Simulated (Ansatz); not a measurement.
Input for Ansatz (a first-principles code): R-CCSD(T)/aug-cc-pV(D+d)Z on HCl (SMILES Cl) with ghost functions, monomers drawn apart or pushed together. Files ending in .json are basis or fitting sets from the Basis Set Exchange.

Ansatz 0.2 input:
```yaml
crystal:
  periodic: [false, false, false]
  atoms:
    - {symbol: Cl, position_ang: [-0.11766468, 0.53798936, -0.46653399]}
    - {symbol: H, position_ang: [-0.12369245, 0.34362504, 0.81057930]}
basis:
  gaussian:
    orbitals: aug-cc-pV_D+d_Z.json
    ghost_atoms:
      - {symbol: C, position_ang: [-0.55490871, -0.56268268, 3.97937487]}
      - {symbol: C, position_ang: [0.29134069, 0.27541076, 4.10646536]}
      - {symbol: H, position_ang: [-1.30624597, -1.30746373, 3.87096290]}
      - {symbol: H, position_ang: [1.04269506, 1.01891143, 4.22323290]}
magnetization: {spin_polarized: false}
correlation: {method: ccsd_t, electrons: outside_noble_gas}
scf: {lower_state_search: off}
```

The log:

```
WARN ansatz: RAYON_NUM_THREADS=2 ignored (pool sized by the plan → 2); use --threads N
Functional definition: HF
these checks for a lower state are left out or cut short: stability, starts, cluster_reference, orbital_swaps, neighbouring_geometries, increment
integrals: 0.12 GiB planned
807 factors; integrals over basis functions are off by at most 7.1e-4 eV
mean field: 0.17 GiB planned
mean field evaluation 1: about -12519.4067 eV, gradient 1.0e1 eV
mean field evaluation 2: about -12519.4069 eV, gradient 1.0e1 eV
mean field evaluation 4: about -12519.8042 eV, gradient 1.1e0 eV
mean field evaluation 8: about -12519.8111 eV, gradient 1.5e-5 eV
mean field -12519.81111189 eV, -460.0945721291 hartree, gradient 6.5e-7 eV, S^2 0.000000; 0 other end points of the search recorded, 0 dependent functions left out
5 core orbitals not correlated
reference -12519.81111189 eV, -460.0945721291 hartree; 4, 4 occupied and 96, 96 virtual orbitals, 807 factors
second order -4.43155728 eV of doubles, -0.00000000 eV of singles
coupled cluster: 0.41 GiB planned
cycle   1  -4.80972348 eV  change   -3.8e-1 eV  update   3.8e-2
cycle   2  -4.91488013 eV  change   -1.1e-1 eV  update   1.2e-2
cycle   3  -4.92326207 eV  change   -8.4e-3 eV  update   2.8e-3
cycle   4  -4.92305342 eV  change    2.1e-4 eV  update   6.4e-4
cycle   5  -4.92283580 eV  change    2.2e-4 eV  update   1.3e-4
cycle   6  -4.92281668 eV  change    1.9e-5 eV  update   3.8e-5
cycle   7  -4.92281977 eV  change   -3.1e-6 eV  update   1.3e-5
cycle   8  -4.92282098 eV  change   -1.2e-6 eV  update   4.1e-6
perturbative correction -0.12151552 eV, -0.0044656131 hartree
Total energy: -12524.85544839 eV, -460.2799480765 hartree
Checks for a lower state left out: stability, starts, cluster_reference, orbital_swaps, neighbouring_geometries, increment
```

The calculation finished and met its thresholds.

Cost: very roughly 2.6 core-seconds.
